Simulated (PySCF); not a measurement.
**Calculated properties of `CCC(=O)N(C)C`**

Species: C5H11NO.
SMILES with atom numbers: `[CH3:1][CH2:2][C:3](=[O:4])[N:5]([CH3:6])[CH3:7]` (hydrogens: H8, H9, H10 on C1; H11, H12 on C2; H13, H14, H15 on C6; H16, H17, H18 on C7)

Some functional groups and rings: amide.

From GFN2-xTB geometry:

| Property | Result |
| --- | --- |
| Rotational constants A, B, C of the GFN2-xTB geometry | 4.682, 1.872, 1.383 GHz |

**wB97X-D/def2-SVPD ground state and vertical TDDFT (core frozen in the response) (PySCF)**

| Item | Value |
| --- | --- |
| Dipole moment | 3.90 D |
| HOMO energy | -8.75 eV |
| LUMO energy | 2.05 eV |
| HOMO–LUMO gap | 10.80 eV |
| Lowest singlet excitation | 5.91 eV (210 nm, f = 0.000) |
| Strongest line among the 8 lowest singlet transitions | S3 at 7.13 eV (174 nm, f = 0.236) |
| Lowest triplet excitation (Tamm–Dancoff) | 5.32 eV |
| Static isotropic polarisability | 72.7 au |
| Electronic spatial extent ⟨r²⟩ about the centre of nuclear charge | 910 bohr² |

From PBE0/pcSseg-1 ground state and GIAO shieldings, non-relativistic (PySCF):

| Quantity | Value |
| --- | --- |
| Lowest Hirshfeld atomic charge | -0.28 e on O4 |
| Highest Hirshfeld atomic charge | +0.17 e on C3 |
| 13C chemical shifts (computed TMS as zero) by class | 174.4 (C3), 37.0 (C6), 35.6 (C7), 29.4 (C2), 11.1 (C1) ppm |
| 1H chemical shifts (computed TMS as zero) by class | 3.17 (H16/H17/H18), 2.97 (H13/H14/H15), 2.07 (H11/H12), 1.19 (H8/H9/H10) ppm |
| Isotropic shieldings of nuclei other than C and H, by class | 154 (N5), -74 (O4) ppm |
| Mayer bond orders between heavy atoms | C1–C2 1.08, C2–C3 0.96, C3–O4 1.89, C3–N5 1.12, N5–C6 0.94, N5–C7 0.94 |

**B3LYP/pcJ-1 indirect spin-spin coupling, non-relativistic, gas phase; spin–dipole term left out for some pairs (PySCF)**

| Property | Result |
| --- | --- |
| Largest of the computed one-bond spin–spin couplings (means over like bonds) | 13C–1H +142.4 (C7–H16 and 2 like it), 13C–1H +140.7 (C6–H13 and 2 like it), 13C–1H +134.5 (C1–H8 and 2 like it), 13C–1H +131.5 (C2–H11 and 1 like it), 13C–13C +51.9 (C2–C3), 13C–13C +37.1 (C1–C2), 17O–13C +28.2 (O4–C3), 15N–13C -16.3 (N5–C3) Hz |

Monoisotopic mass from the formula: 101.0841 u.

The polarisability is 10.77 Å³ as a volume (1 au = 0.148185 Å³), or 1.30 au for each of the 56 electrons. The rotational constants make it an asymmetric top with κ = (2B − A − C)/(A − C) = -0.70, nearer the prolate limit (−1). No computed singlet falls in the visible range (750 to 380 nm, 1.65 to 3.26 eV); S1 lies 2.65 eV above its blue end. The dipole matches unit charges of opposite sign 0.81 Å apart (1 e·Å = 4.8032 D). In wavenumbers S1 is 47700 cm⁻¹ (1 eV = 8065.54 cm⁻¹). The principal polarisabilities are 57.0, 73.9 and 87.1 au; their mean is the isotropic value.

 NMR classes are plain means over equivalent atoms (diastereotopic ones count apart unless rotation or inversion swaps them), as if these changed places fast; in this geometry the members of some classes differ.

Conformer computed: `[CH3:1][CH2:2][C:3](=[O:4])[N:5]([CH3:6])[CH3:7]`: C1–C2–C3–O4 -2°, C2–C3–N5–C6 0°.

One conformer stands for the species.
